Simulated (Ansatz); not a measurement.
`CO[Si](O)(Cl)Br` → Br• + `CO[Si](O)Cl`•  (homolysis of the Br–Si bond)

Program: Ansatz. Geometries: PBE0-D4/def2-TZVP. ΔE: electronic, gas phase. CBS: MP2 limit from def2 TZ/QZ plus the TZ coupled-cluster correction, frozen cores. Functionals use def2-TZVPP. B3LYP here is the variant with VWN-RPA as its local correlation; programs differ in this. Open shells (•) are unrestricted, without spin–orbit coupling. Spin–orbit coupling would lower the free atoms: clearly for Br. For Br outer-core shells are correlated without core-valence functions, so the limit isn't a true one: a few kJ/mol of doubt a bond, and 10 to 20 or more in all where bonds break to atoms. Scalar relativity is left out up to krypton. Each species was taken in one conformer, which may not be the lowest.

`CO[Si](O)(Cl)Br`:

Cartesian coordinates in Å:
```
C -1.530 0.216 -0.610
O -0.174 -0.175 -0.709
Si 0.969 0.038 0.409
O 2.371 -0.573 -0.111
Cl 1.282 2.009 0.772
Br 0.321 -0.935 2.289
H -2.015 -0.268 0.242
H -1.615 1.301 -0.503
H -2.031 -0.091 -1.528
H 2.423 -1.521 -0.249
```

`CO[Si](O)Cl`•:

Z-matrix (Å, degrees):
```
C
O 1 1.414
H 1 1.094 2 111.0
H 1 1.093 2 111.1 3 -121.6
H 1 1.090 2 107.8 3 119.0
Si 2 1.634 1 126.5 3 69.6
Cl 6 2.071 2 109.6 1 49.3
O 6 1.631 2 106.4 1 168.9
H 8 0.961 6 116.1 2 -5.4
```

```
             level  ΔE (kcal/mol)  difference from CCSD(T)/CBS
            PBE-D4          100.3                         -5.8
         r2SCAN-D4          100.8                         -5.3
           PBE0-D4          101.2                         -4.9
          B3LYP-D4           98.1                         -8.0
           ωB97X-V          103.1                         -3.0
           ωB97M-V          103.6                         -2.5
            B2PLYP           98.6                         -7.5
               PBE           97.8                         -8.3
            r2SCAN          100.2                         -5.9
              PBE0           99.0                         -7.1
             B3LYP           94.1                        -12.0
     HF/def2-TZVPP           75.9                        -30.2
    MP2/def2-TZVPP          106.1                          0.0
SCS-MP2/def2-TZVPP          102.9                         -3.2
   CCSD/def2-TZVPP           98.9                         -7.2
CCSD(T)/def2-TZVPP          101.2                         -4.9
     HF/def2-QZVPP           75.6                        -30.5
    MP2/def2-QZVPP          108.7                          2.6
SCS-MP2/def2-QZVPP          105.6                         -0.5
      HF/CBS(def2)           75.5                        -30.6
     MP2/CBS(def2)          110.9                          4.8
    CCSD/CBS(def2)          103.8                         -2.3
       CCSD(T)/CBS          106.1                            0
```

Largest T1 diagnostic among the species: 0.013.

From PBE to PBE0 (25 % exact exchange), in def2-TZVPP and without D4, ΔE moves by +1.2 kcal/mol. The D4 term adds +4.0 kcal/mol with B3LYP and +2.1 kcal/mol with PBE0; it sums over pairs of atoms, weighted by their polarisabilities, and B3LYP, whose exchange is more repulsive, gets the larger term.

CCSD(T)/CBS has its own doubt, a few kJ/mol and more with outer-core shells, so smaller differences from it don't rank the levels.
